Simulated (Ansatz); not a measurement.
Cost and result up the ladder for Ga₁₂As₁₂H₃₂, a nanocrystal cut from zinc blende GaAs (hydrogen-capped) (56 atoms). The state is a singlet with charge 0. Geometry: PBE-D4/def2-SVP.

Cartesian coordinates in Å:
```
Ga 2.543 -3.763 1.786
Ga -3.707 -3.711 -0.480
Ga -4.267 0.798 1.248
Ga 2.774 0.157 3.385
Ga -0.902 2.669 2.994
Ga -0.645 -1.151 1.683
Ga 1.262 -2.199 -1.873
Ga -1.872 0.225 -1.788
Ga 1.423 1.592 -0.138
Ga 4.816 -0.748 -0.218
Ga -1.830 4.031 -0.899
Ga 0.935 2.451 -4.568
As -1.923 -3.247 1.243
As 1.365 -1.810 2.921
As 3.161 -2.610 -0.337
As -2.141 0.571 2.585
As -3.116 -1.908 -2.160
As -3.226 1.944 -0.735
As 1.162 1.913 4.196
As 3.407 0.897 1.121
As -0.069 3.319 0.760
As 0.100 -0.421 -0.522
As -0.997 0.903 -4.026
As 2.222 2.248 -2.408
H 3.812 -4.073 2.674
H 1.388 -4.816 1.510
H -3.359 -5.085 -1.164
H -5.076 -3.276 0.157
H -5.246 1.770 2.005
H -4.634 -0.661 0.756
H 3.937 -0.023 4.433
H -1.674 3.784 3.796
H 0.219 -3.399 -1.903
H 1.695 -1.447 -3.205
H 6.043 -1.115 0.706
H 4.967 -0.071 -1.646
H -2.608 5.270 -0.318
H -1.141 3.976 -2.322
H 0.332 3.902 -4.603
H 1.776 1.734 -5.689
H -2.460 -3.719 2.591
H -0.810 -4.280 1.100
H 0.843 -2.240 4.293
H 3.978 -3.695 -1.042
H -2.520 0.087 3.986
H -4.386 -1.539 -2.925
H -2.382 -2.575 -3.318
H -4.353 2.116 -1.755
H 0.746 1.556 5.623
H 1.960 3.166 4.552
H 4.189 2.192 1.346
H 0.827 4.527 1.036
H -0.753 -0.416 -4.751
H -2.206 1.352 -4.845
H 3.407 1.311 -2.617
H 3.019 3.538 -2.231
```

Ansatz on 11 threads of AMD EPYC 7R13 on a shared host and a whole NVIDIA H100 80GB HBM3. Times are rough, and most runs start from the orbitals of an earlier one. No level here is sound enough to serve as a yardstick. Binding counts from free atoms at the same level (Ga doublet, As quartet, H doublet; other spins of the atoms weren't run), without zero-point energy or a counterpoise term.

The 6-31G sets use Cartesian d functions. B3LYP takes the VWN-RPA correlation. Single mean-field runs in 6-31G, def2-SVP, def2-TZVP are fitted with def2-universal-jkfit.

| level | functions | wall time | binding energy per atom (eV) |
| --- | --- | --- | --- |
| PBE-D4/def2-SVP (with forces) | 928 | 6.5 s | 2.63 |
| HF/6-31G | 760 | 7 s | 1.59 |
| B3LYP-D4/6-31G | 760 | 7.5 s | 2.60 |
| r2SCAN-D4/def2-SVP (with forces) | 928 | 8 s | 2.63 |
| PBE-D4/def2-TZVP | 1344 | 8 s | 2.62 |
| r2SCANh-D4/def2-SVP | 928 | 12 s | 2.62 |
| PBE0-D4/def2-SVP | 928 | 13 s | 2.62 |
| PBE0-D4/def2-TZVP | 1344 | 20 s | 2.61 |
